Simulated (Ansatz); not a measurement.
Job for Ansatz (a quantum-chemistry and plane-wave program): U-CCSD(T)/def2-TZVPP on MgH, 2S+1 = 2, a point of a bond scan (R = 5.577 Å).

Ansatz 0.2 input:
```yaml
crystal:
  periodic: [false, false, false]
  atoms:
    - {symbol: Mg, position_ang: [-0.00000000, -0.00000000, -0.13405737]}
    - {symbol: H, position_ang: [0.00000000, 0.00000000, 5.44272919]}
basis:
  gaussian:
    orbitals: def2-TZVPP
magnetization: {spin_polarized: true, initial_magnetization: 1}
correlation: {method: ccsd_t, electrons: outside_noble_gas}
scf: {omitted_lower_state_checks: [cluster_reference]}
```

Problem. Predict the final total energy.

Solution. -200.1392 hartree (reference determinant -200.1064, T1 diagnostic 0.011).
